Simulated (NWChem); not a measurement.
Species: C₂H₄N cation; SMILES CC#[NH+]

```xyz
7

C     -0.0001    -1.2651    -0.0001
C     -0.0001     0.1658    -0.0003
N     -0.0002     1.3120    -0.0009
H     -0.7087    -1.6262    -0.7642
H     -0.3075    -1.6263     0.9957
H      1.0160    -1.6261    -0.2317
H     -0.0003     2.3292    -0.0023
```
Atoms are numbered in this order, from 1.

Results from NWChem. Pople sets run with spherical d functions. Coordinates come from a PBE0/def2-SVP optimisation. Atomic charges in e: unrestrained fits to the electrostatic potential beside Mulliken populations; buried atoms are poorly determined by the fit.

Problem. What does the run give for Hartree-Fock/6-31G*? Quantities: ESP C1; Mulliken C1; ESP C2; Mulliken C2; ESP N3; Mulliken N3; relative RMS misfit of the potential (%).

Solution. 
```
Property                                  Value
----------------------------------------  -----
ESP C1                                    -0.35
Mulliken C1                               -0.61
ESP C2                                     0.67
Mulliken C2                                0.76
ESP N3                                    -0.47
Mulliken N3                               -0.62
relative RMS misfit of the potential (%)      2
```
